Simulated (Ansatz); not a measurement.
Reaction (formal exchange of groups at a Ge–C bond): `N[CH2][GeH2][NH2]` + `OBO` → `[NH2][GeH2][B](O)O` + CH₃NH₂

Isolated molecules relaxed with PBE0-D4/def2-TZVP in Ansatz; ΔE leaves out vibrations. CBS: MP2 limit from def2 TZ/QZ plus the TZ coupled-cluster correction, frozen cores. This one scheme is used for every species. DFT in def2-TZVPP. For Ge outer-core shells are correlated without core-valence functions, which leaves a few kJ/mol of doubt a bond. Scalar relativity is left out up to krypton. Each species was taken in one conformer, which may not be the lowest.

CCSD(T)/CBS gives -1.2 kJ/mol.

**Question.** Another level gave -6.6 kJ/mol. Which?
A. PBE/def2-TZVPP
B. CCSD/def2-TZVPP
C. r2SCAN-D4/def2-TZVPP
D. MP2/def2-TZVPP

**Answer.** C. r2SCAN-D4 -6.6, CCSD/def2-TZVPP -0.8, MP2/def2-TZVPP 3.2, PBE -10.8 kJ/mol.

Largest T1 diagnostic among the species: 0.013.
